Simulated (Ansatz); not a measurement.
Li₃PS₄, relaxed as a singlet with RKS r2SCAN-D4/def2-SVP in Ansatz, starting from the GFN1-xTB geometry. Force threshold 0.02 eV/Å.

Another isomer (singlet) lies 0.18 eV lower at PBE0-D4/def2-TZVP; other spin states weren't run for this one.

Start:

```xyz
8

Li   -0.494   -1.830    0.777
Li    1.664    1.198    0.002
Li   -0.843    0.836    0.943
P    -0.471   -0.035   -1.462
S    -0.201    1.929   -0.984
S    -2.045   -0.670   -0.329
S     1.152   -0.422    1.546
S     1.239   -1.005   -0.492
```

```tsv
step	energy (eV)	largest force component (eV/Å)	SCF passes
1	-53231.7676	1.847	17
2	-53232.1365	0.551	21
3	-53232.1811	0.470	20
4	-53232.1959	0.188	20
5	-53232.2008	0.127	20
6	-53232.2043	0.049	20
7	-53232.2043	0.029	22
8	-53232.2048	0.009	22
```

Force components are those of the run's own axes.

End:

```xyz
8

Li   -0.473   -2.004    0.774
Li    1.824    1.229   -0.048
Li   -0.992    0.959    1.001
P    -0.539   -0.014   -1.560
S    -0.194    1.986   -0.974
S    -2.091   -0.685   -0.295
S     1.131   -0.405    1.570
S     1.334   -1.066   -0.466
```

By distances, no bond broke or formed. The bond that changes most is P4–S8, from 2.19 to 2.41 Å (atoms count from 1).

No frequencies were taken in this run, so the end may be a saddle point.

Run time 36 s (4 threads of Arm Neoverse N1 on a shared host).
